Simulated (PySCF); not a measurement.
Compound: C₈H₇FSi.
Atom-mapped SMILES: `[F:1][c:2]1[cH:3][cH:4][cH:5][c:6]2[c:7]1[CH:8]=[CH:9][SiH2:10]2`

Definitions: NICS(0) = −σiso at the ring centroid; NICS(1) = −σiso and NICS(1)zz = −σzz at ±1 Å along the ring normal z. Level: GIAO PBE/pcSseg-1 (PySCF, non-relativistic, gas phase) on the PBE0-D3(BJ)/def2-SVP geometry, one conformer.

Rings: 1. C2–C3–C4–C5–C6–C7; 2. C6–C7–C8–C9–Si10.

| set | NICS(0) | NICS(1), two faces | NICS(1)zz, two faces |
| --- | --- | --- | --- |
| P | 1.9 | -0.9 / -0.9 | 4.3 / 4.3 |
| Q | -8.2 | -9.9 / -9.9 | -23.5 / -23.5 |

**Question.** Which set (ppm) belongs to which ring?

**Answer.** P = 2, Q = 1.
- 1 (6-membered carbocycle; formal bonds all aromatic): mean NICS(1)zz -23.5 ppm, shielded. For a flat ring without four-coordinate atoms the NICS criterion counts such a value as aromatic, though in fused rings the probe also feels the neighbouring ring.
- 2 (5-membered ring with Si; formal bonds 1 aromatic, 1 double, 3 single): mean NICS(1)zz 4.3 ppm, deshielded. Si10 has four or more neighbours, and the NICS criterion for π rings isn't applied.

**Question.** How do the rings differ in shape?

**Answer.** 
```csv
ring,bond lengths (Å),rms pucker (Å),HOMA,nearest outside atom to a NICS(1) probe (Å)
1,"1.391, 1.393, 1.400, 1.391, 1.415, 1.393",0.00,0.96,hydrogen 2.68
2,"1.415, 1.472, 1.350, 1.872, 1.885",0.00,–,hydrogen 2.42
```

HOMA = 1 − mean of α(R − Ropt)² over the ring bonds, with Krygowski's 1993 parameters (CC: Ropt 1.388 Å, α 257.7 Å⁻²). A dash marks a ring with a four-coordinate atom, a triple bond, no multiple bond or a kind of bond without parameters.
